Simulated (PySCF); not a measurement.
# Two-component Hartree-Fock for Co⁺ (cobalt, charge +1)

Start: [Ar] 3d7 4p1; 3d3/2 filled at m_j = +1/2, +3/2; 3d5/2 filled at m_j = -3/2, -1/2, +1/2, +3/2, +5/2; 4p3/2 filled at m_j = +3/2. Calculated with PySCF 2.14 in x2c-TZVPall-2c with one added diffuse shell each of s, p, d type (7s8p5d1f, 63 functions): generalised Hartree-Fock with the X2C-1e Hamiltonian and a Gaussian nucleus; one run each with spin-orbit coupling (SO) switched off, then screened by Boettger's factors. This is a chosen level, not necessarily the ground level.

```csv
spinor shell,electrons,"ε, spin-free (eV)","ε, screened SO (eV)",weight of nominal j (screened SO),"rms radius, screened SO (bohr)"
1s1/2,2,-7786.9,-7786.8,1.000,0.0649
2s1/2,2,-975.21,-975.18,1.000,0.276
2p1/2,2,-832.89,-843.50,0.995,0.247
2p3/2,4,-832.89,-827.68,0.998,0.249
3s1/2,2,-135.88,-135.88,1.000,0.832
3p3/2,4,-92.691,-91.570,0.819,0.890
3p1/2,2,-92.691,-94.986,0.639,0.886
3d5/2,5,-28.371,-29.488,0.580,1.13
3d3/2,2,-28.371,-25.652,0.678,1.17
4p3/2,1,-10.734,-10.710,1.000,3.71
```

```tsv
quantity	spin-free	screened SO
E (hartree)	-1391.41710	-1391.44553
M_J	6	6
⟨J²⟩	42.006	42.006
⟨L²⟩	20.004	20.026
⟨S²⟩	6.002	5.994
```

Each row is a mean over spinors that exchange with the open shell spreads, by up to 14.194 eV (3p3/2).

Rows whose weight is well below 1 are mixtures of j = l ± 1/2: exchange outweighs spin-orbit coupling there, and the label is only the starting occupation.

Without spin-orbit coupling the j labels of p, d and f shells carry no meaning; the spin-free column gives the mean over the occupied spinors of each nl shell.
